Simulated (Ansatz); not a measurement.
Relaxation of Cl4H4OSiSn (11 atoms, charge 0, multiplicity 1), to a largest force component of 0.03 eV/Å in at most 50 steps.

The calculation used RKS PBE/def2-SVP in Ansatz.

```xyz
11
Properties=species:S:1:pos:R:3:forces:R:3
Sn 0.488 0.133 -0.099 -0.22 -0.03 0.43
Cl 0.333 -0.015 2.291 0.07 0.01 -0.38
Cl 2.782 0.306 -0.579 -0.01 0.02 0.03
Cl -0.543 2.046 -0.964 0.02 0.01 -0.01
Cl -0.215 -1.861 -1.120 -0.03 0.00 0.00
O -2.503 -0.095 0.873 0.29 -0.22 0.44
Si -3.823 -0.966 0.249 0.15 0.00 0.09
H -3.495 -2.426 0.063 -0.03 0.03 0.01
H -5.024 -0.864 1.158 0.05 0.02 -0.04
H -4.113 -0.328 -1.073 -0.02 0.00 0.00
H -2.159 -0.363 1.762 -0.26 0.17 -0.57
```

**Question.** Where does it end, and by what steps?

**Answer.** The run converged. After 12 steps the energy has fallen by 0.171 eV; H10 moved furthest, 0.56 Å. Joined: Sn1–O6 (3.15 → 2.44 Å).

```
step  energy less start (eV)  largest force component (eV/Å)  accepted
   0                  0.0000                           0.565       yes
   1                 -0.0644                           0.315       yes
   2                 -0.1040                           0.553       yes
   3                 -0.1389                           0.441       yes
   4                 -0.1536                           0.396       yes
   5                 -0.1599                           0.224       yes
   6                 -0.1606                           0.387       yes
   7                 -0.1662                           0.199       yes
   8                 -0.1689                           0.090       yes
   9                 -0.1704                           0.035       yes
  10                 -0.1689                           0.359        no
  11                 -0.1711                           0.035       yes
  12                 -0.1714                           0.021       yes
```

```xyz
11
Properties=species:S:1:pos:R:3
Sn 0.080 0.083 0.013
Cl 0.366 -0.097 2.380
Cl 2.343 0.369 -0.622
Cl -0.906 2.056 -0.821
Cl -0.458 -1.892 -1.185
O -2.172 -0.273 0.870
Si -3.589 -0.955 0.164
H -3.560 -2.452 0.236
H -4.764 -0.430 0.937
H -3.591 -0.460 -1.244
H -2.020 -0.383 1.833
```

Whether the end is a true minimum wasn't checked by a vibrational analysis.

The run took 31 s on 4 threads of Arm Neoverse V2, on a shared host, peak memory 0.23 GiB.
